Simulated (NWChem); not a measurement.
CH₅AlS; SMILES [S]([AlH2])C

```xyz
8

Al     0.1931    -1.4779     0.0000
H     -0.8114    -2.7021     0.0005
H      1.7773    -1.5902    -0.0006
S     -0.6939     0.5084     0.0000
C      0.7519     1.6275     0.0001
H      0.7076     2.2619     0.8956
H      0.7040     2.2663    -0.8922
H      1.7034     1.0776    -0.0033
```
Atoms are numbered in this order, from 1.

Results from NWChem. Geometry: optimised at PBE0/def2-SVP. B3LYP is NWChem's, with the RPA form of VWN correlation. Ions are spin-unrestricted doublets at the neutral geometry; other ion states weren't tried.

For level PBE/def2-SVP:

```
Property       Result
-------------  ------
−ε(HOMO) (eV)    6.02
```

Problem. What are these values for level B3LYP/def2-SVP?

Solution. The −ε(HOMO) (eV) is 6.88.
